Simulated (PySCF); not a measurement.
**Worked example for `[SH][Co][SH]` (CoH2S2): ionisation energy to the quintet cation**

The parent is a quartet.

These are calculated values, B3LYP-D3(BJ)/ma-def2-SVP in PySCF (grid level 2) at geometries from PBE0-D3(BJ)/def2-SVP. The prefix ma- adds one diffuse s and one diffuse p function on all atoms but H. Zero-point energies come from unscaled GFN2-xTB harmonic frequencies. These were taken at the GFN2-xTB minima.

| state | structure | E / Eh |
| --- | --- | --- |
| parent | parent | -2180.065856 |
| quintet cation | parent | -2179.718471 |
| quintet cation | quintet cation | -2179.732227 |
| parent | quintet cation | -2180.053398 |

Zero-point energy of the quintet cation less that of the parent: -0.006 eV. 1 Eh = 27.2114 eV.

Task: Work out the vertical and adiabatic ionisation energy.

Result: Vertical: (-2179.718471) − (-2180.065856) = 0.347385 Eh = 9.45 eV. Adiabatic: 0.333629 Eh = 9.079 eV, and 9.07 eV with zero-point energy.

Task: And the inner reorganisation energy of self-exchange?

Result: The quintet cation relaxes by 374.3 meV and the parent by 339.0 meV, so λ = 713 meV.

Known limits: ma-def2-SVP is a small basis, whose errors can reach tens of kJ/mol; spin-orbit coupling is left out of the energies, which matters for open shells on the heavier atoms.
